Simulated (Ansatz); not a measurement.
C₅H₁₂Se (SMILES CC[Se]C(C)C), singlet, geometry from GFN2-xTB, with bond 15-10 at 1.4 times its length; CASSCF(4,5)/STO-3G in Ansatz (an electronic-structure program).

Ansatz was given this input:
Ansatz 0.2 input:
```yaml
crystal:
  periodic: [false, false, false]
  atoms:
    - {symbol: Se, position_ang: [0.26222981, -0.06533534, 0.97131463]}
    - {symbol: C, position_ang: [1.40408263, -0.98414946, -0.35676167]}
    - {symbol: C, position_ang: [0.68478520, -2.01040394, -1.20889155]}
    - {symbol: H, position_ang: [2.16567545, -1.46361149, 0.26170818]}
    - {symbol: H, position_ang: [1.88334566, -0.21461260, -0.96277665]}
    - {symbol: H, position_ang: [-0.02045887, -1.53706490, -1.88782292]}
    - {symbol: H, position_ang: [0.14173952, -2.71480500, -0.58254788]}
    - {symbol: H, position_ang: [1.40883311, -2.56431474, -1.80517902]}
    - {symbol: C, position_ang: [-0.89375482, 1.14049556, -0.14393306]}
    - {symbol: C, position_ang: [-2.12872514, 0.41495735, -0.64940141]}
    - {symbol: C, position_ang: [-0.10522776, 1.80278489, -1.25677960]}
    - {symbol: H, position_ang: [-1.19250803, 1.89404833, 0.59306107]}
    - {symbol: H, position_ang: [-2.80443243, 1.12538668, -1.12448787]}
    - {symbol: H, position_ang: [-1.86664439, -0.34666069, -1.37968853]}
    - {symbol: H, position_ang: [-2.86442632, -0.25591603, 0.50329325]}
    - {symbol: H, position_ang: [0.79564474, 2.27317375, -0.86686121]}
    - {symbol: H, position_ang: [-0.71599860, 2.57135212, -1.72859342]}
    - {symbol: H, position_ang: [0.17625550, 1.08064127, -2.02085715]}
basis:
  gaussian:
    orbitals: STO-3G
hamiltonian:
  xc: hf
magnetization: {spin_polarized: false}
correlation: {active_space: {window: {electrons: 4, orbitals: 5}}}
```

Q: What does Ansatz print? Leave out banner, timings and long lists.

A: 
```
Functional definition: HF
709 factors; integrals over basis functions are off by at most 3.8e-5 eV
mean field evaluation 1: about -69862.7377 eV, gradient 2.2e1 eV
mean field evaluation 2: about -69863.0559 eV, gradient 2.2e1 eV
mean field evaluation 4: about -69865.3042 eV, gradient 1.6e0 eV
mean field evaluation 8: about -69865.3160 eV, gradient 7.0e-5 eV
mean field -69865.31598337 eV, -2567.5030059767 hartree, gradient 2.2e-6 eV, S^2 0.000000; 0 other end points of the search recorded, 0 dependent functions left out
reference -69865.31598337 eV, -2567.5030059767 hartree; 38, 38 occupied and 17, 17 virtual orbitals, 709 factors
state -69866.94428397 eV, -2567.5628449203 hartree
Total energy: -69866.94428397 eV, -2567.5628449203 hartree
```
